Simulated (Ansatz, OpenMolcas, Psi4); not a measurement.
## BClF2 (chlorodifluoroborane): methods side by side

The species is BClF2 (4 atoms), meant as a singlet with charge 0. SMILES: `FB(F)Cl`. The coordinates come from a PBE0-D4/def2-TZVP relaxation.

Quantity: the vertical energy of the triplet above the singlet, in eV. The values are calculated.

```csv
level,kind,program,value (eV),CPU time (all runs)
HF/aug-cc-pVDZ,Hartree–Fock,Ansatz,7.92,23 s
SVWN5/aug-cc-pVDZ,LDA,OpenMolcas,7.62,59 s
PBE/aug-cc-pVDZ,GGA,Psi4,7.51,46 s
r2SCAN/aug-cc-pVDZ,meta-GGA,Ansatz,7.77,65 s
M06-2X/aug-cc-pVDZ,hybrid meta-GGA,Psi4,8.23,67 s
HSE06/aug-cc-pVDZ,range-separated hybrid,Ansatz,7.91,39 s
PBE-QIDH/aug-cc-pVDZ,double hybrid,Ansatz,8.32,56 s
RPA@PBE/aug-cc-pVDZ,RPA,Ansatz,7.91,49 s
RPA@PBE0/aug-cc-pVDZ,RPA,Ansatz,8.22,56 s
FCI/STO-3G,exact in the basis,Ansatz,9.26,53 s
```

The values span 7.51 to 9.26 eV. A triplet this far above the singlet is often a Rydberg-like or dissociative state; sets without diffuse functions put Rydberg states too high. High-level rows in very small sets aren't better than simpler rows in larger ones. The upper state's dipole differs much between rows, so they may not all be the same state. Times are those of the runs behind each value, whatever else they computed, on shared processors of several kinds: orders of magnitude only.
